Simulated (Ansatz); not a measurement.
C₂H₈BNO₂ (`CN(C)B(O)O`). The species carries charge 0 and has multiplicity 1. Geometry: relaxed with PBE0-D4/def2-TZVP. It is one conformer, not always the lowest.

```xyz
14

C     0.899    0.366    1.176
N     0.194   -0.063    0.001
C     1.005   -0.844   -0.900
B    -1.161    0.229   -0.281
O    -1.710   -0.248   -1.448
O    -1.991    0.967    0.537
H     0.266    0.958    1.840
H     1.269   -0.490    1.757
H     1.767    0.987    0.918
H     0.419   -1.138   -1.768
H     1.876   -0.272   -1.244
H     1.379   -1.752   -0.408
H    -2.629    0.015   -1.523
H    -1.583    1.285    1.343
```

(1) What is the dipole moment at ωB97M-V/def2-TZVPP? (Best estimate.)

(2) And with PBE, r2SCAN, B3LYP? (Best estimate.)

(3) Give the Mulliken charges with ωB97M-V, B3LYP, PBE in def2-TZVPP. (Estimate.)

Results:

(1) The calculation gave: 1.73 D, with components (0.93, 0.47, 1.38) D in this frame, pointing from negative to positive charge.

(2) Ansatz gave: PBE 1.66 D, r2SCAN 1.69 D, B3LYP 1.73 D.

(3) The calculation gave: 
```tsv
atom	ωB97M-V	B3LYP	PBE
C1	-0.24	-0.17	-0.18
N2	-0.15	-0.15	-0.07
C3	-0.23	-0.17	-0.17
B4	0.30	0.29	0.19
O5	-0.34	-0.34	-0.31
O6	-0.33	-0.33	-0.30
H7	0.07	0.05	0.05
H8	0.12	0.09	0.09
H9	0.12	0.09	0.09
H10	0.11	0.10	0.10
H11	0.11	0.08	0.08
H12	0.11	0.08	0.08
H13	0.18	0.19	0.19
H14	0.17	0.18	0.18
```

B3LYP here is the variant with VWN-RPA as its local correlation; programs differ in this.
